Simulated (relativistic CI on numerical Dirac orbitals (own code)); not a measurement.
**Line list: Electric-dipole lines, Cl8+**

These numbers are calculated, not measured: Dirac-Coulomb-Breit CI, separate exchange-only KLI orbitals for each configuration, a model potential for QED, unscaled Slater integrals (own radial code, finite nucleus).

CI space (outside the closed core 1s2): 2s²2p⁵, 2s2p⁶, 2s²2p⁴3s, 2s²2p⁴3p, 2p⁶3s, 2s²2p⁴3d, 2p⁶3p, 2p⁶3d, 2s2p⁵3s, 2s2p⁵3p, 2s²2p⁴4s, 2s²2p⁴4p, 2s2p⁵3d, 2s²2p⁴4d, 2s²2p⁴4f, 2s²2p³3s². Levels of other configurations are missing.

| λ vac (nm) | Lower | Upper | A (s⁻¹) | log gf | S velocity/length |
| --- | --- | --- | --- | --- | --- |
| 3.6866 | 2s²2p⁵ ²P°3/2 [1] | 2s²2p⁴4d ²D5/2 [161] | 3.10e+11 | -0.42 | 0.95 |
| 3.6872 | 2s²2p⁵ ²P°3/2 [1] | 2s2p⁵3p ²D3/2 [159] | 4.75e+11 | -0.41 | 0.99 |
| 3.7506 | 2s²2p⁵ ²P°3/2 [1] | 2s²2p⁴4d ²D5/2 [134] | 6.85e+11 | -0.06 | 0.94 |
| 3.9512 | 2s²2p⁵ ²P°3/2 [1] | 2s2p⁵3p ²D5/2 [75] | 2.89e+11 | -0.39 | 1.00 |
| 4.3118 | 2s²2p⁵ ²P°3/2 [1] | 2s²2p⁴3d ²D5/2 [59] | 2.67e+11 | -0.35 | 0.99 |
| 4.3120 | 2s2p⁶ ²S1/2 [3] | 2s2p⁵3d ²P°1/2 [193] | 1.29e+12 | -0.14 | 0.94 |
| 4.3134 | 2s2p⁶ ²S1/2 [3] | 2s2p⁵3d ²P°3/2 [192] | 1.21e+12 | 0.13 | 0.94 |
| 4.3338 | 2s²2p⁵ ²P°1/2 [2] | 2s²2p⁴3d ²D3/2 [60] | 4.58e+11 | -0.29 | 0.98 |
| 4.4104 | 2s²2p⁵ ²P°3/2 [1] | 2s²2p⁴3d ²D5/2 [56] | 1.45e+12 | 0.40 | 0.99 |
| 4.4138 | 2s²2p⁵ ²P°3/2 [1] | 2s²2p⁴3d ²P3/2 [55] | 1.74e+12 | 0.31 | 0.93 |
| 4.4278 | 2s²2p⁵ ²P°1/2 [2] | 2s²2p⁴3d ²D3/2 [58] | 1.37e+12 | 0.21 | 0.99 |
| 4.4311 | 2s²2p⁵ ²P°1/2 [2] | 2s²2p⁴3d ²P1/2 [57] | 1.59e+12 | -0.03 | 0.93 |
| 4.4315 | 2s²2p⁵ ²P°3/2 [1] | 2s²2p⁴3d ²S1/2 [52] | 1.30e+12 | -0.12 | 0.91 |
| 4.5193 | 2s²2p⁵ ²P°3/2 [1] | 2s²2p⁴3d ²D5/2 [49] | 8.07e+11 | 0.17 | 0.98 |
| 4.5355 | 2s²2p⁵ ²P°3/2 [1] | 2s²2p⁴3d ²D3/2 [47] | 3.21e+11 | -0.40 | 0.96 |
| 4.6143 | 2s2p⁶ ²S1/2 [3] | 2s2p⁵3d ²P°3/2 [180] | 1.54e+12 | 0.29 | 0.97 |
| 4.6270 | 2s2p⁶ ²S1/2 [3] | 2s2p⁵3d ²P°1/2 [171] | 1.32e+12 | -0.07 | 1.00 |
| 5.2458 | 2s²2p⁵ ²P°3/2 [1] | 2s²2p⁴3s ²P3/2 [7] | 2.45e+11 | -0.39 | 0.92 |
| 15.931 | 2s²2p⁴3p ⁴D°7/2 [14] | 2s²2p⁴4d ⁴F9/2 [105] | 3.40e+10 | 0.11 | 1.06 |
| 19.175 | 2s²2p⁴3d ⁴D7/2 [33] | 2s2p⁵3d ⁴F°9/2 [145] | 5.50e+10 | 0.48 | 0.97 |
| 19.818 | 2s²2p⁴3s ⁴P5/2 [4] | 2s2p⁵3s ⁴P°5/2 [61] | 2.26e+10 | -0.10 | 0.88 |
| 19.893 | 2s²2p⁴3d ²D5/2 [59] | 2s²2p⁴4f ²F°7/2 [188] | 1.01e+11 | 0.68 | 0.84 |
| 19.964 | 2s²2p⁴3d ²D3/2 [60] | 2s²2p⁴4f ²F°5/2 [189] | 9.36e+10 | 0.53 | 0.84 |
| 20.498 | 2s²2p⁴3d ²G7/2 [50] | 2s²2p⁴4f ²H°9/2 [176] | 9.93e+10 | 0.80 | 1.00 |
| 20.500 | 2s²2p⁴3d ²G9/2 [51] | 2s²2p⁴4f ²H°11/2 [177] | 1.02e+11 | 0.89 | 1.00 |
| 20.647 | 2s²2p⁴3d ⁴F9/2 [37] | 2s²2p⁴4f ⁴G°11/2 [130] | 1.01e+11 | 0.89 | 1.00 |
| 20.668 | 2s²2p⁴3d ⁴D7/2 [33] | 2s²2p⁴4f ⁴F°9/2 [110] | 3.25e+10 | 0.32 | 0.99 |
| 20.698 | 2s²2p⁴3d ⁴F5/2 [40] | 2s²2p⁴4f ⁴G°7/2 [142] | 6.04e+10 | 0.49 | 1.01 |
| 20.837 | 2s²2p⁴3d ⁴F7/2 [38] | 2s²2p⁴4f ²G°9/2 [131] | 6.74e+10 | 0.64 | 1.00 |
| 20.949 | 2s²2p⁴3d ²F7/2 [43] | 2s²2p⁴4f ⁴G°9/2 [140] | 5.62e+10 | 0.57 | 1.00 |
| 20.998 | 2s²2p⁴3d ²F5/2 [46] | 2s²2p⁴4f ²G°7/2 [144] | 6.32e+10 | 0.52 | 1.00 |
| 21.077 | 2s²2p⁴3d ²F5/2 [53] | 2s²2p⁴4f ²G°7/2 [181] | 7.45e+10 | 0.60 | 1.00 |
| 21.119 | 2s²2p⁴3d ²F7/2 [54] | 2s²2p⁴4f ²G°9/2 [182] | 8.26e+10 | 0.74 | 1.00 |
| 59.677 | 2s²2p⁴3p ⁴D°5/2 [15] | 2s²2p⁴3d ⁴F7/2 [38] | 3.82e+09 | 0.21 | 1.09 |
| 59.776 | 2s²2p⁴3p ⁴P°5/2 [11] | 2s²2p⁴3d ⁴D7/2 [33] | 2.67e+09 | 0.06 | 1.01 |
| 59.963 | 2s²2p⁴3p ⁴D°7/2 [14] | 2s²2p⁴3d ⁴F9/2 [37] | 4.08e+09 | 0.34 | 1.09 |
| 60.390 | 2s²2p⁴3p ²D°5/2 [20] | 2s²2p⁴3d ²F7/2 [43] | 4.00e+09 | 0.24 | 1.11 |
| 60.604 | 2s²2p⁴3p ²F°5/2 [25] | 2s²2p⁴3d ²G7/2 [50] | 3.70e+09 | 0.21 | 1.19 |
| 61.374 | 2s²2p⁴3p ²F°7/2 [26] | 2s²2p⁴3d ²G9/2 [51] | 3.75e+09 | 0.33 | 1.19 |
| 71.252 | 2s²2p⁴3s ²D5/2 [9] | 2s²2p⁴3p ²D°5/2 [28] | 2.03e+09 | -0.03 | 0.82 |
| 75.058 | 2s²2p⁴3s ⁴P5/2 [4] | 2s²2p⁴3p ⁴D°7/2 [14] | 1.94e+09 | 0.12 | 1.10 |
| 77.439 | 2s²2p⁴3s ⁴P3/2 [5] | 2s²2p⁴3p ⁴D°5/2 [15] | 1.44e+09 | -0.11 | 1.10 |
| 80.246 | 2s²2p⁴3s ²D5/2 [9] | 2s²2p⁴3p ²F°7/2 [26] | 1.59e+09 | 0.09 | 1.28 |
| 81.266 | 2s²2p⁴3s ²P3/2 [7] | 2s²2p⁴3p ²D°5/2 [20] | 1.43e+09 | -0.07 | 1.19 |
| 85.107 | 2s²2p⁴3s ⁴P5/2 [4] | 2s²2p⁴3p ⁴P°5/2 [11] | 1.08e+09 | -0.15 | 0.95 |

Terms are leading LS components. Brackets give the number of a level in order of energy, since labels repeat. The list gives strong lines, with weight on those to low levels, among the lowest 198 of 205 levels, so that lines to higher ones, which can be the strongest, are missing. Levels whose partners in the same complex of configurations lie outside the list can be far off, and so can their lines. Rates are taken at the computed energies, electric ones in the length gauge. A velocity-to-length ratio far from 1 marks an uncertain rate.

At this charge configurations can still be misplaced by up to about 7 % of their energy.
